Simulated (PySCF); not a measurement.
Cartesian coordinates in Å; atom numbers follow the order of the lines, from 1:
```xyz
17

N     2.650   -0.143    0.165
C     1.600   -0.986    0.145
O     1.628   -2.148    0.499
C     0.305   -0.379   -0.388
C    -0.854   -0.649    0.554
C    -2.100    0.036    0.036
O    -1.863    1.408   -0.225
B    -0.619    1.845   -0.528
O     0.458    1.010   -0.625
H     3.542   -0.477    0.502
H     2.528    0.816   -0.131
H     0.117   -0.880   -1.356
H    -0.601   -0.261    1.556
H    -0.994   -1.735    0.652
H    -2.920   -0.027    0.767
H    -2.452   -0.446   -0.893
H    -0.444    3.022   -0.721
```

Geometry: PBE0-D3(BJ)/def2-SVP; GIAO absolute shieldings from PySCF 2.14, gas phase, non-relativistic, averaged over equivalent atoms.

At PBE0/pcSseg-1 (193 basis functions):
| atoms | σ (ppm) |
| --- | --- |
| N1 | 154.2 |
| C2 | 12.9 |
| C4 | 112.8 |
| C6 | 121.0 |
| C5 | 152.9 |
| O3 | -51.8 |
| O9 | 194.2 |
| O7 | 200.8 |
| B8 | 76.9 |
| H11 | 24.80 |
| H10 | 26.82 |
| H17 | 27.07 |
| H15 | 27.21 |
| H12 | 27.24 |
| H16 | 27.25 |
| H14 | 28.90 |
| H13 | 29.71 |

Q: Predict the values at PBE/pcSseg-1 on the same geometry.

A: 
```json
{"atoms": "N1", "σ at PBE/pcSseg-1": "149.2", "change": "-5.0"}
{"atoms": "C2", "σ at PBE/pcSseg-1": "13.5", "change": "+0.6"}
{"atoms": "C4", "σ at PBE/pcSseg-1": "106.1", "change": "-6.7"}
{"atoms": "C6", "σ at PBE/pcSseg-1": "113.8", "change": "-7.2"}
{"atoms": "C5", "σ at PBE/pcSseg-1": "146.6", "change": "-6.3"}
{"atoms": "O3", "σ at PBE/pcSseg-1": "-51.3", "change": "+0.5"}
{"atoms": "O9", "σ at PBE/pcSseg-1": "175.8", "change": "-18.4"}
{"atoms": "O7", "σ at PBE/pcSseg-1": "183.8", "change": "-17.0"}
{"atoms": "B8", "σ at PBE/pcSseg-1": "73.1", "change": "-3.8"}
{"atoms": "H11", "σ at PBE/pcSseg-1": "24.77", "change": "-0.03"}
{"atoms": "H10", "σ at PBE/pcSseg-1": "26.95", "change": "+0.13"}
{"atoms": "H17", "σ at PBE/pcSseg-1": "26.94", "change": "-0.13"}
{"atoms": "H15", "σ at PBE/pcSseg-1": "27.04", "change": "-0.17"}
{"atoms": "H12", "σ at PBE/pcSseg-1": "27.03", "change": "-0.21"}
{"atoms": "H16", "σ at PBE/pcSseg-1": "27.03", "change": "-0.22"}
{"atoms": "H14", "σ at PBE/pcSseg-1": "28.73", "change": "-0.17"}
{"atoms": "H13", "σ at PBE/pcSseg-1": "29.61", "change": "-0.10"}
```

The largest change is at O9 (oxygen bonded to C, B, in a 6-membered ring). Cost: 193 basis functions. The order of the carbon signals is the same at both levels.

Hydrogen bonding in solution deshields acid and N–H amide carbonyl carbons by as much as 10 ppm beyond these values.
